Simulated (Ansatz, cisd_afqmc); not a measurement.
Species: H$_{4}$SiNO, charge 0, doublet. H4SiNO (SMILES [NH][SiH2]O, doublet).
B3LYP-D3(BJ)/def2-TZVP minimum from Ansatz (a quantum-chemistry and plane-wave program):
```
Si
O 1 1.6510
H 2 0.9600 1 119.00
N 1 1.7370 2 118.55 3 82.90
H 4 1.0210 1 118.42 2 1.02
H 1 1.4772 2 105.79 3 -159.01
H 1 1.4839 6 111.85 2 -120.19
```
Charge 0, spin multiplicity 2.

Atomisation energy term by term, kcal/mol (programs: Ansatz, cisd_afqmc). Open shells are spin-unrestricted; no spin-orbit coupling. Correlated methods leave the cores frozen. Rows without X2C or -DK are non-relativistic. AFQMC/CISD: phaseless, guided by CISD from CCSD amplitudes; bars are statistical, one sigma. Outlying blocks are dropped, and bars are widened where a walk drifts. Over all cases where full CI ran beside it in this data, AFQMC minus full CI had a median of +0.1 mEh and passed +0.4 mEh in a tenth of the cases. CBS(X,Y): correlation extrapolated as X^-3, Hartree-Fock from the larger set. A bracket is a step between two methods taken in the basis named. '+ core + X2C': CCSD(T) terms for core correlation (cc-pwCVTZ, 1s frozen past Ne) and scalar relativity (cc-pVTZ-DK). Where a partner has so few electrons that a lower coupled-cluster level is exact, that level stands in.

```csv
term,basis,kcal/mol
Hartree-Fock,cc-pV(Q+d)Z,379.03
CCSD correlation,"CBS(cc-pV(T+d)Z,cc-pV(Q+d)Z)",156.50
(T),"CBS(cc-pV(T+d)Z,cc-pV(Q+d)Z)",8.43
CCSDT(Q) - CCSD(T),cc-pV(D+d)Z,0.73
core correlation,cc-pwCVTZ,0.69
scalar relativity,"X2C, cc-pVTZ-DK",-1.21
sum: De,,544.2
```

The step beyond CCSD(T) by other levels: AFQMC/CISD in cc-pV(D+d)Z 0.40 ± 0.27 kcal/mol.
